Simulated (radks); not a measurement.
Problem. Coherent X-ray form factor from a spherical all-electron density. All-electron calculation, scalar-relativistic Kohn-Sham, PBEsol, spin-polarised, spherical densities, point nucleus. Program: a radial shooting solver on a logarithmic mesh with Libxc functionals.

| sin(theta)/lambda (1/angstrom) | f0 (electrons) |
|---|---|
| 0.05 | 77.239 |
| 0.1 | 75.097 |
| 0.15 | 71.928 |
| 0.2 | 68.171 |
| 0.25 | 64.212 |
| 0.3 | 60.328 |
| 0.4 | 53.323 |
| 0.5 | 47.526 |
| 0.6 | 42.741 |
| 0.8 | 35.118 |
| 1 | 29.078 |
| 1.25 | 23.263 |
| 1.5 | 19.249 |
| 2 | 14.878 |

The species is in the configuration that NIST lists as its ground one. Which atom or ion scatters so?

Solution. The mercury ion Hg2+, [Xe] 4f14 5d10. Extrapolating in s^2 from the first two rows gives f0(0) = 78.0, near the electron count 78; among species with that count, the fall with angle is slower the higher Z, and the table is that of Z = 80; from so few rows the species is fixed only to a neighbour or two.
